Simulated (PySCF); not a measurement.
**Spinor energies of Pt⁶⁴⁺ (platinum, charge +64)**

Start: [Ne] 3s2 3p2; 3p1/2 filled at m_j = -1/2, +1/2. Calculated with PySCF 2.14 in an uncontracted even-tempered set (17 s from 21 bohr⁻², ratio 2.4; 14 p from 28 bohr⁻², ratio 2.4; 4 d from 93 bohr⁻², ratio 2.6; 4 f from 140 bohr⁻², ratio 2.6): generalised Hartree-Fock with the X2C-1e Hamiltonian and a Gaussian nucleus; one run each with spin-orbit coupling (SO) switched off, then screened by Boettger's factors.

| spinor shell | electrons | ε, spin-free (eV) | ε, screened SO (eV) | weight of nominal j (screened SO) | rms radius, screened SO (bohr) |
| --- | --- | --- | --- | --- | --- |
| 1s1/2 | 2 | -84264.8 | -84218.6 | 1.000 | 0.0194 |
| 2s1/2 | 2 | -19165.0 | -19145.3 | 1.000 | 0.0771 |
| 2p1/2 | 2 | -17333.1 | -18607.4 | 1.000 | 0.0652 |
| 3s1/2 | 2 | -7711.9 | -7704.1 | 1.000 | 0.185 |
| 3p1/2 | 2 | -7204.1 | -7521.8 | 1.000 | 0.175 |

**Question.** Where does 2p3/2 lie, and what is the 2p spin-orbit splitting (screened SO)?

**Answer.** At -16812.7 eV, 1794.7 eV above 2p1/2.

```
   quantity     spin-free   screened SO
E (hartree)  -13550.76690  -13596.21361
        M_J             0             0
       ⟨J²⟩         2.000         0.000
       ⟨L²⟩         2.000         1.356
       ⟨S²⟩         2.000         1.356
```

Breit and QED terms are absent; they matter most for the inner s and p1/2 levels.

Densities and radii are taken from the X2C orbitals without a picture-change correction, which distorts them close to the nucleus.

Without spin-orbit coupling the j labels of p, d and f shells carry no meaning; the spin-free column gives the mean over the occupied spinors of each nl shell.
